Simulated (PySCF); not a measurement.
CrO3, SMILES [O]=[Cr](=[O])=[O], multiplicity 1.

Coordinates come from a PBE0-D3(BJ)/def2-SVP optimisation. The spin state was assumed, not searched. The isomer is the one that the SMILES or the coordinates give; other isomers of the formula were not compared.

Computed with PySCF with TDA-PBE/def2-SVPD.

Vertical excitations; the highest root listed may be one member of a degenerate set. Gas-phase values at a fixed geometry. State labels are in the subgroup Cs.

```json
[
 {"state": "S1", "symmetry": "A\"", "energy (eV)": "1.69", "λ (nm)": "735", "f": "0.000", "main pairs": "HOMO→LUMO 100 %"},
 {"state": "S2", "symmetry": "A'", "energy (eV)": "2.66", "λ (nm)": "466", "f": "0.005", "main pairs": "HOMO−1→LUMO (degenerate set)"},
 {"state": "S3", "symmetry": "A\"", "energy (eV)": "2.66", "λ (nm)": "466", "f": "0.005", "main pairs": "HOMO−2→LUMO (degenerate set)"},
 {"state": "S4", "symmetry": "A'", "energy (eV)": "3.14", "λ (nm)": "395", "f": "0.006", "main pairs": "HOMO−3→LUMO 100 %"},
 {"state": "S5", "symmetry": "A\"", "energy (eV)": "3.30", "λ (nm)": "376", "f": "0.004", "main pairs": "HOMO→LUMO+1 (degenerate set)"},
 {"state": "S6", "symmetry": "A'", "energy (eV)": "3.30", "λ (nm)": "376", "f": "0.004", "main pairs": "HOMO→LUMO+2 (degenerate set)"},
 {"state": "S7", "symmetry": "A\"", "energy (eV)": "4.01", "λ (nm)": "309", "f": "0.000", "main pairs": "HOMO−1→LUMO+2 50 %, HOMO−2→LUMO+1 50 %"},
 {"state": "S8", "symmetry": "A'", "energy (eV)": "4.07", "λ (nm)": "304", "f": "0.003", "main pairs": "HOMO−1→LUMO+1, HOMO−2→LUMO+2, HOMO−3→LUMO+1 (degenerate set)"},
 {"state": "S9", "symmetry": "A\"", "energy (eV)": "4.07", "λ (nm)": "304", "f": "0.003", "main pairs": "HOMO−2→LUMO+1, HOMO−1→LUMO+2, HOMO−3→LUMO+2 (degenerate set)"},
 {"state": "S10", "symmetry": "A'", "energy (eV)": "4.11", "λ (nm)": "302", "f": "0.005", "main pairs": "HOMO−2→LUMO+2 50 %, HOMO−1→LUMO+1 50 %"},
 {"state": "T1", "symmetry": "A\"", "energy (eV)": "1.54", "λ (nm)": "808", "f": "0", "main pairs": "HOMO→LUMO 100 %"},
 {"state": "T2", "symmetry": "A'", "energy (eV)": "2.22", "λ (nm)": "559", "f": "0", "main pairs": "HOMO−1→LUMO (degenerate set)"},
 {"state": "T3", "symmetry": "A\"", "energy (eV)": "2.22", "λ (nm)": "559", "f": "0", "main pairs": "HOMO−2→LUMO (degenerate set)"},
 {"state": "T4", "symmetry": "A\"", "energy (eV)": "2.85", "λ (nm)": "435", "f": "0", "main pairs": "HOMO→LUMO+1 98 %"}
]
```
Triplets are in the Tamm–Dancoff approximation.
